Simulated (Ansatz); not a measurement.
Total energies of (F)2Al-S-SiH3 (AlSiH3SF2) from Ansatz at r2SCAN-D4/def2-TZVPD, gas phase (1 Eh = 27.2114 eV = 2625.5 kJ/mol). The reference geometry is relaxed at r2SCAN-D4/def2-SVP.

Cartesian coordinates in Å:
```
Al -1.740 0.257 -0.466
F -1.091 -0.720 -1.638
F -3.325 0.702 -0.569
S -0.460 0.896 1.141
Si 1.340 -0.123 0.474
H 1.137 -1.597 0.435
H 2.374 0.220 1.489
H 1.765 0.365 -0.867
```

```json
{"state": "charge 0 singlet", "geometry": "reference", "energy (Eh)": "-1131.79426"}
{"state": "charge -1 doublet", "geometry": "reference", "energy (Eh)": "-1131.79946"}
{"state": "free Al atom (doublet)", "geometry": "–", "energy (Eh)": "-242.33061"}
{"state": "free F atom (doublet)", "geometry": "–", "energy (Eh)": "-99.72844"}
{"state": "free S atom (triplet)", "geometry": "–", "energy (Eh)": "-398.08409"}
{"state": "free Si atom (triplet)", "geometry": "–", "energy (Eh)": "-289.34127"}
{"state": "free H atom (doublet)", "geometry": "–", "energy (Eh)": "-0.49993"}
```

Q: Work out the vertical electron affinity, to the doublet.

A: E(charge 0 singlet) − E(charge -1 doublet) = -1131.79426 − (-1131.79946) = 0.00520 Eh = 0.14 eV.

Q: What is the binding energy per atom against free atoms?

A: Atoms: 1 × (-242.33061) + 2 × (-99.72844) + 1 × (-398.08409) + 1 × (-289.34127) + 3 × (-0.49993) = -1130.71264 Eh. Binding: -1130.71264 − (-1131.79426) = 1.08162 Eh = 29.43 eV, or 3.68 eV for each of 8 atoms (no zero-point energy, no counterpoise term).

At r2SCAN-D4/def2-TZVPD the highest occupied level of the charge -1 doublet lies above zero (up to 1.55 eV). By energy differences its removal costs 0.14 eV (vertical, to the charge 0 singlet, at r2SCAN-D4/def2-TZVPD); a positive level beside a positive removal energy at the same level points to self-interaction error.
